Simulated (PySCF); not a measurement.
Ligand exchange on a metal centre used in film growth or etching (Zn CH3-H). Isolated molecules, 0 K electronic values unless said otherwise. One relaxed conformer stands for each flexible species; it need not be the lowest.

The HOMO–LUMO gap from two functionals at the same geometries (BP86-D3(BJ)/def2-SVP), both in PySCF: PBE-D3(BJ)/def2-TZVP and B3LYP-D3(BJ)/def2-TZVP. B3LYP has the VWN-RPA correlation part, as in Gaussian. 

| species | B3LYP-D3(BJ)/def2-TZVP (eV) |
|---|---|
| 0 of 2 CH3 replaced by H | 6.84 |
| 1 of 2 CH3 replaced by H ([Zn(CH3)(H)]) | 6.79 |
| 2 of 2 CH3 replaced by H ([Zn(H)2]) | 6.88 |

Question: What does PBE-D3(BJ)/def2-TZVP give for each?

Answer: 
- 0 of 2 CH3 replaced by H: 5.49
- 1 of 2 CH3 replaced by H ([Zn(CH3)(H)]): 5.41
- 2 of 2 CH3 replaced by H ([Zn(H)2]): 5.46
Over these rows, drawn at random from the members with no instability flagged (it was tested for open shells, ions and some series alone), PBE minus B3LYP-D3(BJ): mean -1.39 eV, from -1.43 eV to -1.35 eV.
